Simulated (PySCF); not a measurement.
Nd: excitation energy

Nd [Xe] 4f4 6s2 (high-spin determinant) → Nd [Xe] 4f3 5d1 6s2 (high-spin determinant), as a difference of total energies. All numbers are calculated (PySCF 2.14, scalar relativity by spin-free X2C-1e, in ANO-RCC-VTZP (8s7p5d3f2g1h, 104 functions)). Correlated levels: valence: [Kr] 4d10 frozen; valence and next inner shell: [Ar] 3d10 frozen. The calculations carry no spin-orbit coupling.

| method | excitation energy (eV) |
| --- | --- |
| UHF | 0.002 |
| LDA | 2.455 |
| PBE | 2.218 |
| PBE0 | 1.721 |
| r2SCAN | 1.904 |
| MP2 (valence) | 0.966 |
| SCS-MP2 (valence) | 0.537 |
| MP2 (valence and next inner shell) | 1.199 |
| SCS-MP2 (valence and next inner shell) | 0.767 |

Task: How much does correlation contribute at MP2 (valence and next inner shell)?

Result: 1.199 − (0.002) = 1.197 eV, measured against UHF.

A first-order spin-orbit estimate (lowest level to lowest level, LS coupling) adds -0.129 eV.

The determinant of the upper state and of the lower state mixes LS terms, which raises its energy above the lowest term, most at the Hartree-Fock and MP2 levels.
